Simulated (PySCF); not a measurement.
**Diatomics of S with group 15**

PBE0 with triple-zeta basis sets in PySCF, for the lowest determinant that a PBE0 search found; no spin–orbit coupling. De refers to high-spin ground-configuration atoms. A positive dipole means M(−)S(+).

| M | basis | state (unpaired electrons) | Re (Å) | ωe (cm⁻¹) | De (eV) | μ (D) |
| --- | --- | --- | --- | --- | --- | --- |
| N | x2c-TZVPPall | doublet (π ↑) | 1.485 | 1290 | 4.85 | 1.85 |
| P | def2-TZVPP | doublet (π ↑) | 1.892 | 776 | 4.50 | -0.66 |
| As | def2-TZVPP | doublet (π ↑) | 2.011 | 602 | 3.96 | -1.30 |
| Sb | x2c-TZVPPall | doublet (π ↑) | 2.204 | 514 | 3.53 | -2.39 |
| Bi | def2-TZVPP | doublet (π ↑) | 2.289 | 459 | 3.20 | -3.18 |

The shortest bond is that of SN (1.485 Å), the longest that of BiS (2.289 Å).

The rows differ in basis set, which adds steps of its own.

Down a group the atoms grow and get heavier, so bonds lengthen and wavenumbers fall; this series shows no clear exception.

Spin–orbit coupling is left out, which matters for elements this heavy, above all for dissociation energies. States were picked by a PBE0 search and need not be the measured ground states.
